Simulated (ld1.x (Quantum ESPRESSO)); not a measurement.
Which change was made? (Tc, PAW)

```
Element                 : Tc
Generator               : ld1.x (Quantum ESPRESSO) 7.5
Type                    : PAW
Functional              : LDA (PZ)
Relativity              : scalar-relativistic
Frozen core             : [Kr]
Valence charge          : 7
Reference configuration : 4d5 5s0 5p0 (charge +2)
Partial waves           : 5s (bound, empty): rcut 2.15, rcutus 2.65 bohr; 5s channel at -0.1 Ry: rcut 2.15, rcutus 2.65 bohr; 5p (bound, empty): rcut 2.85, rcutus 3.15 bohr; 5p channel at -0.15 Ry: rcut 2.85, rcutus 3.15 bohr; 4d (bound): rcut 1.80, rcutus 2.40 bohr; 4d channel at 2.65 Ry: rcut 1.80, rcutus 2.40 bohr
Local potential         : all-electron potential smoothed inside 1.90 bohr (lloc = -2)
Core correction         : Bessel-smoothed model core, default radius (core density twice the valence density)
Augmentation charge     : PSQ, radius 2.05 bohr
```

Cutoffs, loose and tight: the cutoffs (Ry, on a coarse ladder) from which the occupation-weighted sum of valence levels, in a spherical-Bessel basis at the reference potential, stays within 10 and 1 mRy of its value at 400 Ry. They do not see the model core or the augmentation charge, which bear on the density cutoff. Test errors are all-electron minus pseudo excitation energies from the reference, over the configurations 4d5 5s2 5p0; 4d5 5s1 5p0; 4d4 5s0 5p0; 4d5 5s0 5p2; 4d5 5s1.5 5p0; 4d5 5s1 5p1; 4d6 5s0 5p0 (two spin-polarised tests are not counted in the largest error); variants that change the core or the reference have their own tests. The largest error is taken over the tests solved by every variant that gives reliable tests at all, those not shown here included: 4d4 5s0 5p0; 4d5 5s0 5p2; 4d5 5s1 5p0; 4d5 5s1 5p1; 4d5 5s1.5 5p0; 4d5 5s2 5p0; 4d6 5s0 5p0.

The base gives: outcome: generated; cutoff, loose: 18 Ry; cutoff, tight: 30 Ry; bound ghosts: none; largest test error (meV): -163.

(1) After one change the result is: outcome: generated; cutoff, loose: 30 Ry; cutoff, tight: 45 Ry; bound ghosts: none; largest test error (meV): -153. Which change was it?
A. waves 4d (bound): rcut 1.80, rcutus 3.16 bohr; 4d channel at 2.65 Ry: rcut 1.80, rcutus 3.16 bohr
B. waves 4d (bound): rcut 1.80, rcutus 3.44 bohr; 4d channel at 2.65 Ry: rcut 1.80, rcutus 3.44 bohr
C. waves 4d (bound): rcut 1.80, rcutus 1.90 bohr; 4d channel at 2.65 Ry: rcut 1.80, rcutus 1.90 bohr

## Answers

(1) C. The others give: waves 4d (bound): rcut 1.80, rcutus 3.16 bohr; 4d channel at 2.65 Ry: rcut 1.80, rcutus 3.16 bohr → outcome: generated; cutoff, loose: 10 Ry; cutoff, tight: 15 Ry; bound ghosts: none; largest test error (meV): test run stopped at test 1 of 9 (negative rho) | waves 4d (bound): rcut 1.80, rcutus 3.44 bohr; 4d channel at 2.65 Ry: rcut 1.80, rcutus 3.44 bohr → outcome: generated; cutoff, loose: 8 Ry; cutoff, tight: 10 Ry; bound ghosts: none; largest test error (meV): test run stopped at test 1 of 9 (negative rho).
